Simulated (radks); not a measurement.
The numbers below are computed, except where a source is named.
Q: These are the eigenvalues of the occupied orbitals of an atom or ion with whole-number occupations (eV). Level of theory: scalar-relativistic Kohn-Sham, SCAN, spin-polarised, spherical densities, finite nucleus; meta-GGA in the generalised Kohn-Sham scheme; Fermi nuclear charge, rms radius of each element as measured or else 0.836 A^(1/3) + 0.57 fm (a radial shooting solver on a logarithmic mesh with Libxc functionals).

orbital  eigenvalue
1s up     -25991.05
1s down   -25990.98
2s up     -4351.696
2s down   -4349.301
2p up     -3963.658
2p down   -3961.748
3s up     -1253.146
3s down   -1249.812
3p up     -1123.827
3p down   -1120.431
3d up     -925.3809
3d down   -921.4831

Which element is it, and in what charge state? The configuration may be excited. Open shells, if any, are filled with parallel spins first.

A: Z = 47, silver, charge +20: Ag20+ in [Ar] 3d9. The list shows which subshells hold electrons but not how many an open one holds; the 1s level, -955.15 hartree, gives Z - s = 43.7 by -(Z - s)^2/2, which with screening and relativity narrows Z to a few neighbours, and the depths of the outer levels then fix element, charge and occupations together.
